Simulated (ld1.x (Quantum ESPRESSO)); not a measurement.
Debugging a pseudopotential input (carbon (C), ld1.x (Quantum ESPRESSO) 7.5)

Command:

```bash
ld1.x < C.in > C.out
```

Input:

```
&input
   title='C', zed=6., rel=1, dft='REVPBE', iswitch=3, lsd=1,
   config='[He] 2s2 2p2',
   nld=2, rlderiv=1.90, eminld=-3.0, emaxld=5.0, deld=0.02
 /
 &inputp
   pseudotype=3, lpaw=.true., tm=.true., lloc=-1, rcloc=1.15,
   nlcc=.true., rcore=1.00,
   which_augfun='BESSEL', rmatch_augfun=1.05,
   file_pseudopw='C.UPF', file_wfcaegen='ae.wfc', file_wfcncgen='nc.wfc', file_beta='beta', file_chi='chi', file_wfcusgen='us.wfc'
 /
4
2S  1  0   2.00   0.00  0.90  1.00  0.0
2S  1  0   0.00   2.00  0.90  1.00  0.0
2P  2  1   2.00   0.00  1.35  1.75  0.0
2P  2  1   0.00   1.50  1.35  1.75  0.0
 &test
   configts(1)='2s2 2p2'
 /
```

This is an input that runs to its end, with one change: spin polarisation asked for in a generation.

Question: How does the run end?

Answer: The program runs through. The occupied levels of the test differ from the all-electron ones by at most 0.00001 Ry (unchanged input: 0.00001 Ry).

```

     Estimated PAW energy =  -17.870166 Ryd

     ------------------- End of pseudopotential generation -------------------

     Computing logarithmic derivative in   1.89555
     Computing logarithmic derivative in   1.89555
     Computing the partial wave expansion
     R is outside the sphere for l=    0 j= 0.00
     R is outside the sphere for l=    0 j= 0.00
     R is outside the sphere for l=    1 j= 0.00
     R is outside the sphere for l=    1 j= 0.00

     ---------------------- Testing the pseudopotential ----------------------

     C
     scalar relativistic calculation

     atomic number is  6.00   valence charge is  4.00
     dft = SLA  PW   REVX PBC   lsd =0 sic =0 latt =0  beta=0.20 tr2=1.0E-14
     mesh =1073 r(mesh) = 100.30751 xmin = -7.00 dx = 0.01250

     n l     nl             e AE (Ry)        e PS (Ry)    De AE-PS (Ry)
     1 0     2S   1( 2.00)       -1.01299       -1.01300        0.00001
     2 1     2P   1( 2.00)       -0.38499       -0.38499        0.00000

     eps = 1.3E-17  iter =  4

     Etot =     -75.625985 Ry,     -37.812993 Ha,   -1028.943945 eV
     Etotps =   -17.870189 Ry,      -8.935094 Ha,    -243.136302 eV

     Ekin =      11.435915 Ry,       5.717958 Ha,     155.593551 eV
     Encl =     -27.810351 Ry,     -13.905175 Ha,    -378.379095 eV
     Ehrt =       8.762973 Ry,       4.381486 Ha,     119.226317 eV
     Ecxc =     -10.258726 Ry,      -5.129363 Ha,    -139.577076 eV
     (Ecc =      -0.015895 Ry,      -0.007948 Ha,      -0.216264 eV)

     ---------------------- End of pseudopotential test ----------------------
```
